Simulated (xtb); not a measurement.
Cl$_{3}$Y (SMILES [Cl][Y]([Cl])[Cl]), singlet, geometry from GFN2-xTB (such geometries of metal compounds can be far from the true shape); GFN0-xTB (xtb 6.7.1).

Here is a job for xtb.
```
$ xtb mol.xyz --gfn 0 --json

# file mol.xyz
4

Y      0.23273299     0.60598762     0.37640734
Cl     1.71306890    -0.82911873    -0.86829729
Cl    -0.87640660    -1.25795858     1.42317771
Cl    -1.37057916     0.69687040    -1.41840315
```

It wrote (shortened):

```
   ID    Z sym.   atoms
    1   39 Y      1
    2   17 Cl     2-4

           -------------------------------------------------
          |                Calculation Setup                |
           -------------------------------------------------

           -------------------------------------------------
          |                 G F N 0 - x T B                 |
           -------------------------------------------------

          ...................................................
          :                      SETUP                      :
          :.................................................:
          :  # basis functions                  40          :
          :  # atomic orbitals                  36          :
          :  # shells                           12          :
          :  # electrons                        24          :
          :  electronic temp.          300.0000000     K    :
          :  accuracy                    1.0000000          :
          :  -> integral cutoff          0.2500000E+02      :
          :  -> integral neglect         0.1000000E-07      :
          ...................................................

         :::::::::::::::::::::::::::::::::::::::::::::::::::::
         ::                     SUMMARY                     ::
         :::::::::::::::::::::::::::::::::::::::::::::::::::::
         :: total energy             -14.135148837484 Eh    ::
         :: gradient norm              0.016579146085 Eh/a0 ::
         :: HOMO-LUMO gap              4.801422736208 eV    ::
         ::.................................................::
         :: H0 energy                -14.022566946717 Eh    ::
         :: repulsion energy           0.015171617029 Eh    ::
         :: electrostat energy        -0.126542780183 Eh    ::
         :: -> Gsolv                   0.000000000000 Eh    ::
         ::    -> Gsasa                0.000000000000 Eh    ::
         ::    -> Gshift               0.000000000000 Eh    ::
         :: dispersion energy         -0.001210727613 Eh    ::
         :: short-range corr.          0.000000000000 Eh    ::
         :: add. restraining           0.000000000000 Eh    ::
         :: total charge               0.000000000000 e     ::
         :::::::::::::::::::::::::::::::::::::::::::::::::::::

           -------------------------------------------------
          |                Property Printout                |
           -------------------------------------------------

    * Orbital Energies and Occupations

         #    Occupation            Energy/Eh            Energy/eV
      -------------------------------------------------------------
         1        2.0000           -0.9766621             -26.5763
         2        2.0000           -0.9766621             -26.5763
         3        2.0000           -0.9721370             -26.4532
         4        2.0000           -0.4764960             -12.9661
         5        2.0000           -0.4564542             -12.4208
         6        2.0000           -0.4557314             -12.4011
         7        2.0000           -0.4557314             -12.4011
         8        2.0000           -0.4512696             -12.2797
         9        2.0000           -0.4512696             -12.2797
        10        2.0000           -0.4463998             -12.1472
        11        2.0000           -0.4463998             -12.1472
        12        2.0000           -0.4460704             -12.1382 (HOMO)
        13                         -0.2696214              -7.3368 (LUMO)
        14                         -0.2469146              -6.7189
        15                         -0.2469146              -6.7189
        16                         -0.2358806              -6.4186
        17                         -0.2025994              -5.5130
        18                         -0.2025994              -5.5130
        19                         -0.0648610              -1.7650
        20                         -0.0642542              -1.7484
        21                         -0.0642542              -1.7484
        22                         -0.0641089              -1.7445
        23                         -0.0632069              -1.7199
       ...                                ...                  ...
        36                          0.4808749              13.0853
      -------------------------------------------------------------
                  HL-Gap            0.1764490 Eh            4.8014 eV
             Fermi-level            0.0000000 Eh            0.0000 eV

     #   Z          covCN         q      C6AA      α(0)
     1  39 Y        2.162     0.795   323.417    49.993
     2  17 Cl       0.721    -0.265   105.301    15.683
     3  17 Cl       0.721    -0.265   105.301    15.683
     4  17 Cl       0.721    -0.265   105.301    15.683

 Mol. C6AA /au·bohr⁶  :       2279.820016
 Mol. C8AA /au·bohr⁸  :     191172.789488
 Mol. α(0) /au        :         97.043253

Wiberg/Mayer (AO) data.
largest (>0.10) Wiberg bond orders for each atom

 ---------------------------------------------------------------------------
     #   Z sym  total        # sym  WBO       # sym  WBO       # sym  WBO
 ---------------------------------------------------------------------------
     1  39 Y    1.602 --     4 Cl   0.534     2 Cl   0.534     3 Cl   0.534
     2  17 Cl   0.558 --     1 Y    0.534
     3  17 Cl   0.558 --     1 Y    0.534
     4  17 Cl   0.558 --     1 Y    0.534
 ---------------------------------------------------------------------------

Topologies differ in total number of bonds
Writing topology from bond orders to xtbtopo.mol

 dipole moment from electron density (au)
     X       Y       Z
   1.7742   4.6197   2.8695  total (Debye):   14.540

           -------------------------------------------------
          | TOTAL ENERGY              -14.135148837484 Eh   |
          | GRADIENT NORM               0.016579146085 Eh/α |
          | HOMO-LUMO GAP               4.801422736208 eV   |
           -------------------------------------------------

normal termination of xtb
```
